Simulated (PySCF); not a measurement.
**Radial density of Fe³⁺ (iron, charge +3)**

UHF, [Ar] 3d5, high-spin 6S determinant. Computed with PySCF 2.14 in x2c-TZVPall (6s5p4d1f, 48 functions), with the spin-free X2C one-electron Hamiltonian (Gaussian nucleus).

| r (bohr) | 4πr²ρ (e/bohr) | 4πr²(ρα − ρβ) |
| --- | --- | --- |
| 0.00101 | 0.2087 | 0.0000 |
| 0.00170 | 0.5287 | 0.0000 |
| 0.00286 | 1.325 | 0.0000 |
| 0.00481 | 3.206 | 0.0000 |
| 0.00809 | 7.271 | 0.0001 |
| 0.0136 | 14.77 | 0.0002 |
| 0.0229 | 25.02 | 0.0006 |
| 0.0385 | 31.39 | 0.0020 |
| 0.0647 | 27.03 | 0.0090 |
| 0.109 | 25.80 | 0.0549 |
| 0.183 | 34.99 | 0.3457 |
| 0.308 | 20.86 | 1.6831 |
| 0.518 | 13.96 | 4.3872 |
| 0.871 | 14.26 | 4.6170 |
| 1.47 | 3.198 | 1.6187 |
| 2.47 | 0.1457 | 0.1202 |
| 4.15 | 0.001058 | 0.0010 |
| 6.98 | 1.206e-05 | 0.0000 |

Densities and radii are taken from the X2C orbitals without a picture-change correction, which distorts them close to the nucleus.
